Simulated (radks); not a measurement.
Excited configurations of B IV: one electron is placed in a higher orbital outside 1s1. The ground configuration is [He]. Calculated with a radial shooting solver on a logarithmic mesh with Libxc functionals: Dirac Kohn-Sham, PBE, spin-unpolarised, spherical densities, point nucleus; open shells fill j = l - 1/2 first. Excitation = E - E(ground); binding = E(ion) - E, where the ion is the core of charge +4; n* = 4/sqrt(2 binding) in atomic units, and the quantum defect is n - n*.

outer orbital	excitation (eV)	binding (eV)	n*	quantum defect	eigenvalue (eV)	<r> (bohr)
2p1/2	210.44	55.074	1.988	0.012	-46.665	1.228
4s1/2	250.86	14.655	3.854	0.146	-13.125	5.613
4p1/2	251.28	14.239	3.910	0.090	-12.674	5.534
5f5/2	256.67	8.844	4.961	0.039	-7.780	7.818
6d3/2	259.24	6.273	5.891	0.109	-5.633	12.47

The Delta-SCF ionisation energy is 265.52 eV (NIST Atomic Spectra Database: 259.37 eV, theoretical). Self-interaction in the functional shifts the binding energies and quantum defects, so they are the method's values and not measured ones. Spin polarisation and multiplet splitting are left out, so open shells lie too high by an amount that depends on their filling.

Beside tabulated values, note that spin-unpolarised runs miss the spin-polarisation part of the exchange energy of open shells.
